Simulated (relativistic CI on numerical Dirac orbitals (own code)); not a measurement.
Ru24+: q coefficients and field-shift factors

Method of calculation: Dirac-Coulomb-Breit CI, KLI orbitals optimised for each configuration, derivatives by finite differences, unscaled Slater integrals, QED left out (own radial code, finite nucleus).

Configuration list (outside the closed core [Ne]): 3s²3p⁶3d², 3s²3p⁵3d³, 3s3p⁶3d³, 3s²3p⁶3d4s, 3s²3p⁶3d4p, 3s²3p⁶4s². Double excitations out of closed p, d and f shells are left out; levels of such configurations are missing from the list, as are those of other unlisted configurations, and high levels can miss mixing partners.

With x = (α/α₀)² − 1 an excitation energy changes as ω = ω₀ + qx; K = 2q/ω₀ is the relative enhancement. Terms are leading LS components, so labels can repeat. The field-shift factor is F = δν/δ⟨r²⟩ for the transition from the lowest level.

Lowest level 3s²3p⁶3d² ³F2.

```tsv
Level	ω₀ (cm⁻¹)	q (cm⁻¹)	K	F (GHz/fm²)
3s²3p⁶3d² ³F3	36284	40960	2.26	0.256
3s²3p⁶3d² ³F4	66430	63680	1.92	0.404
3s²3p⁶3d² ³P0	74737	13110	0.351	0.0215
3s²3p⁶3d² ¹D2	82641	38270	0.926	0.181
3s²3p⁶3d² ³P1	95310	42470	0.891	0.173
3s²3p⁶3d² ¹G4	130241	62500	0.96	0.449
3s²3p⁶3d² ³P2	134268	85580	1.27	0.461
3s²3p⁶3d² ¹S0	260290	71650	0.551	0.763
3s²3p⁵3d³ ⁵F°2	1034398	45110	0.0872	1.92
3s²3p⁵3d³ ⁵D°1	1037151	47730	0.092	1.83
3s²3p⁵3d³ ⁵F°3	1045211	65300	0.125	2.11
3s²3p⁵3d³ ⁵D°0	1045691	57590	0.11	1.84
3s²3p⁵3d³ ⁵F°4	1061206	80910	0.152	2.24
3s²3p⁵3d³ ⁵S°2	1066520	85540	0.16	1.96
3s²3p⁵3d³ ⁵F°5	1084334	88890	0.164	2.31
3s²3p⁵3d³ ⁵D°2	1086527	75220	0.138	1.93
3s²3p⁵3d³ ⁵F°1	1089151	85540	0.157	1.71
3s²3p⁵3d³ ⁵D°3	1089257	68830	0.126	1.86
3s²3p⁵3d³ ⁵D°4	1096276	90310	0.165	2.07
3s²3p⁵3d³ ⁵G°6	1110370	89600	0.161	2.36
3s²3p⁵3d³ ³G°3	1117132	56760	0.102	2.09
3s²3p⁵3d³ ³G°4	1130516	81640	0.144	2.15
3s²3p⁵3d³ ³F°2	1138990	101200	0.178	2.3
```

At this charge energies of transitions that change n are usually good to better than 1 %, and those within a shell (Δn = 0) to a few per cent. Terms inside the open d or f shell come out 10 to 20 % too wide with unscaled integrals.
